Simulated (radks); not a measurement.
The numbers below are computed, except where a source is named.
Question: Species: Zn+. Configuration: [Ne] 3s2 3p5.5 3d10 4s1 4f0.5 (fractional occupations, a model configuration). Code: a radial shooting solver on a logarithmic mesh with Libxc functionals. Model: non-relativistic Kohn-Sham, LDA (Slater exchange, Perdew-Zunger correlation), spin-polarised, spherical densities, point nucleus; open shells are filled with parallel spins first. Some entries of the table are withheld. Estimate them.

orbital,occ.,eigenvalue (hartree),<r> (bohr)
1s up,1,-345.7238,0.05118
1s down,1,-345.7096,0.05118
2s up,1,-42.21412,0.2302
2s down,1,-42.20295,0.2302
2p up,3,-37.34136,0.1998
2p down,3,-37.32712,0.1998
3s up,1,-5.24446,0.6910
3s down,1,-5.21575,0.6913
3p up,3,-3.69118,(1)
3p down,2.5,-3.66261,(2)
3d up,5,(3),(4)
3d down,5,(5),(6)
4s up,1,-0.68289,2.259
4s down,0,-0.63909,2.272
4f up,0.5,-0.07638,10.41
4f down,0,-0.06746,11.06

Answer: 
(1) 3p up <r> (bohr): 0.7151
(2) 3p down <r> (bohr): 0.7154
(3) 3d up eigenvalue (hartree): -1.04548
(4) 3d up <r> (bohr): 0.8559
(5) 3d down eigenvalue (hartree): -1.01761
(6) 3d down <r> (bohr): 0.8527
